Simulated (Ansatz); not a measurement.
Harmonic frequencies (cm⁻¹) at PBE0-D4/def2-TZVP from Ansatz: 186, 529, 592, 594, 707, 871, 950, 2272, 2286.

Which molecule is it?
A. `Cl[SiH2][SeH]`
B. `N[SiH](Cl)Cl`
C. `O[SiH2]O`
D. `Cl[SiH2]Cl`

D.
